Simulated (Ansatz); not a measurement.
Geometry optimisation, RKS PBE/def2-SVP (Ansatz).

Input file:

```yaml
crystal:
  periodic: [false, false, false]
  atoms:
    - { symbol: Sn, position_ang: [0.168332, 0.036696, -0.075362] }
    - { symbol: H, position_ang: [0.094117, -0.073015, 1.653424] }
    - { symbol: Cl, position_ang: [2.40957, 0.015278, -0.79949] }
    - { symbol: Cl, position_ang: [-0.78586, 2.033966, -0.88773] }
    - { symbol: Cl, position_ang: [-0.896685, -1.793862, -1.117628] }
    - { symbol: "N", position_ang: [-2.690754, -0.071503, 1.566893] }
    - { symbol: H, position_ang: [-2.79017, -0.797033, 0.844976] }
    - { symbol: H, position_ang: [-2.694138, 0.840079, 1.090182] }
    - { symbol: H, position_ang: [-1.742513, -0.190605, 1.983935] }
basis:
  gaussian: { orbitals: def2-SVP }
hamiltonian:
  xc: pbe
relax:
  f_tol: 0.03
  max_steps: 50
output:
  orbitals: {}
```

Run as:

```bash
$ ansatz run input.yaml --threads 2 --pin off --max-ram 3072MiB --backend cpu --events-out ev --progress --plain --runs-dir out
```

Question: Where does it end, and by what steps?

Answer: The run converged. After 6 steps the energy has fallen by 0.103 eV; H9 moved furthest, 0.47 Å.

| step | energy less start (eV) | largest force component (eV/Å) | accepted |
| --- | --- | --- | --- |
| 0 | 0.0000 | 0.798 | yes |
| 1 | -0.0627 | 0.531 | yes |
| 2 | -0.0831 | 0.174 | yes |
| 3 | -0.0888 | 0.514 | yes |
| 4 | -0.1010 | 0.058 | yes |
| 5 | -0.1017 | 0.097 | yes |
| 6 | -0.1030 | 0.015 | yes |

```xyz
9
Properties=species:S:1:pos:R:3
Sn 0.235 0.016 -0.024
H 0.468 -0.126 1.671
Cl 2.361 0.056 -1.045
Cl -0.802 2.029 -0.698
Cl -0.879 -1.818 -1.011
N -2.816 -0.041 1.434
H -2.693 -0.824 0.783
H -2.647 0.840 0.938
H -2.155 -0.132 2.211
```

Whether the end is a true minimum wasn't checked by a vibrational analysis.

The run took 23 s on 2 threads of Arm Neoverse V1 (shared host), peak memory 0.16 GiB.
